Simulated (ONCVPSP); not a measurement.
## Configuration tests for cobalt (Co) (ONCV)

ONCVPSP 4.0.1 input, shortened (lines: element, Z, core and valence counts, functional; n l f; lmax; l rc ep ncon nbas qcut; lloc lpopt rc5 dvloc0; l nproj debl; icmod fcfact rcfact), PBE, fully relativistic:

```
  Co 27.00    3    4        4      upf
    1    0    2.00
    2    0    2.00
    2    1    6.00
    3    0    2.00
    3    1    6.00
    3    2    7.00
    4    0    2.00
    2
    0    1.15    0.00    4    7   13.80
    1    1.00    0.00    5    8   12.20
    2    0.85    0.00    3    7   10.10
    4    4    0.80    3.00
    0    2    2.90
    1    1    0.90
    2    2    1.70
    0    0.00    0.00
```

Open shells are filled in proportion to 2j + 1.

Energies are relative to the spin-unpolarised reference configuration 3s2 3p6 3d7 4s2; without spin polarisation the order of configurations can differ from experiment.

```csv
valence configuration,charge,ΔE all-electron (eV),error AE − PS (meV)
3s2 3p6 3d7 4s1,+1,9.031,+0.4
3s2 3p6 3d7 4s0,+2,25.816,+1.6
3s2 3p6 3d6 4s0,+3,61.685,-33
```

What are ΔE and the potential's error for 3s2 3p6 3d6 4s2?

ΔE = 15.182 eV all-electron; the error (AE − PS) is -21 meV.

Levels in the configuration 3s2 3p6 3d6 4s2:

```csv
level,all-electron (eV),pseudo (eV)
3s j=1/2,-117.975,-118.006
3p j=3/2,-80.404,-80.434
3p j=1/2,-82.294,-82.324
3d j=5/2,-22.701,-22.719
3d j=3/2,-22.915,-22.928
4s j=1/2,-14.527,-14.532
```
